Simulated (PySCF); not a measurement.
**TlO: frontier orbitals**

BLYP at R = 2.183 Å; basis Tl x2c-TZVPPall, O x2c-TZVPPall; spin-free X2C with a Gaussian nucleus; PySCF 2.14. State: doublet, unpaired electrons π ↑, a mixture of terms (⟨Lz²⟩ = 2.0). Only the outer orbitals are listed, counted within each symmetry.

```csv
spin,orbital,occ.,ε (eV),on Tl (%),main shells (%)
α,16σ,1,-9.73,82,"82 Tl s, 16 O p"
α,9π,1,-7.65,4,96 O p
α,9π,1,-6.03,8,92 O p
α,17σ,1,-5.80,31,"69 O p, 16 Tl s, 13 Tl p"
α,10π,0,-2.26,98,97 Tl p
α,10π,0,-2.09,95,94 Tl p
α,18σ,0,-0.40,99,92 Tl p
β,16σ,1,-9.61,85,"85 Tl s, 12 O p"
β,9π,1,-5.43,10,"90 O p, 8 Tl p"
β,17σ,1,-5.33,30,"70 O p, 16 Tl p, 12 Tl s"
β,9π,0,-4.75,17,"83 O p, 15 Tl p"
β,10π,0,-2.05,93,92 Tl p
β,10π,0,-2.00,87,"85 Tl p, 13 O p"
```

**Question.** Which are the highest filled and the lowest empty level, where do they sit, and how wide is the gap?

**Answer.** Highest filled β 17σ at -5.33 eV (in %: 70 O p, 16 Tl p, 12 Tl s); lowest empty β 9π at -4.75 eV (in %: 83 O p, 15 Tl p); the gap at BLYP is 0.58 eV.

```
bond order (Mayer)                              : 0.87
⟨S²⟩                                            : 0.756
charge on Tl (Mulliken, basis-dependent)        : 0.44
charge on Tl (Löwdin, basis-dependent)          : 0.35
dipole moment (positive dipole means Tl(−)O(+)) : -3.37 D
```

These are scalar-relativistic numbers at best; spin–orbit coupling would shift them, the dissociation energy most. The state is the lowest determinant that a PBE0 search found; another state may lie lower at other levels.
